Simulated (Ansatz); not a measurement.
Calculated with Ansatz (gas phase, PBE0-D4/def2-TZVP geometries, no zero-point term in ΔE). CCSD(T)/CBS adds triple-zeta CCSD(T) − MP2 to the extrapolated MP2 energy (def2 sets, frozen cores). DFT in def2-TZVPP. def2 core potentials past Kr. For Te outer-core shells are correlated without core-valence functions, which leaves a few kJ/mol of doubt a bond. One conformer a species, not always the lowest.

Consider the ligand exchange at a B–C bond: `BC([SiH3])[SiH2]Cl` + H₂Te → `B[TeH]` + `[SiH3]C[SiH2]Cl`.

`BC([SiH3])[SiH2]Cl`:

Z-matrix (Å, degrees):
```
C
Si 1 1.898
Si 1 1.858 2 106.0
B 1 1.536 2 101.4 3 119.8
H 1 1.093 2 108.0 3 -119.2
H 2 1.487 1 109.9 3 -25.1
H 2 1.488 1 111.0 3 -144.9
H 2 1.484 1 108.9 3 95.3
Cl 3 2.061 1 110.0 2 -175.6
H 3 1.484 1 111.5 2 -57.4
H 3 1.480 1 110.1 2 65.5
H 4 1.200 1 119.5 2 -67.7
H 4 1.196 1 121.6 2 109.1
```

H₂Te:

Cartesian coordinates in Å:
```
Te 0.313 -0.554 -0.446
H -1.040 0.395 -0.543
H 0.727 0.160 0.989
```

`B[TeH]`:

```xyz
5

B     0.081    0.465   -0.549
Te   -1.036   -0.816    0.682
H     1.246    0.615   -0.367
H    -0.519    1.015   -1.419
H     0.227   -1.279    1.653
```

`[SiH3]C[SiH2]Cl`:

```xyz
11

Si    1.042   -1.090   -0.653
C    -0.619   -0.355   -0.183
Si   -0.513    1.257    0.730
Cl   -2.402    1.945    1.188
H     0.856   -2.374   -1.378
H     1.790   -0.150   -1.529
H     1.853   -1.345    0.567
H    -1.209   -0.204   -1.093
H    -1.161   -1.075    0.439
H     0.219    1.096    2.010
H     0.145    2.296   -0.098
```

```
             species  ωB97M-V energy (Eh)
`BC([SiH3])[SiH2]Cl`          -1106.93438
                H₂Te           -269.17268
            `B[TeH]`           -294.61785
   `[SiH3]C[SiH2]Cl`          -1081.50514
```

Problem. Work out ΔE.

Solution. ΔE = (-294.61785) + (-1081.50514) − (-1106.93438) − (-269.17268) = -0.01593 Eh = -10.0 kcal/mol. CCSD(T)/CBS gives -12.2 kcal/mol.

Largest T1 diagnostic among the species: 0.015.

The D4 term adds +1.7 kcal/mol with B3LYP and +0.9 kcal/mol with PBE0; it sums over pairs of atoms, weighted by their polarisabilities, and B3LYP, whose exchange is more repulsive, gets the larger term. From PBE to PBE0 (25 % exact exchange), in def2-TZVPP and without D4, ΔE moves by +0.9 kcal/mol.

B3LYP here is the variant with VWN-RPA as its local correlation; programs differ in this.
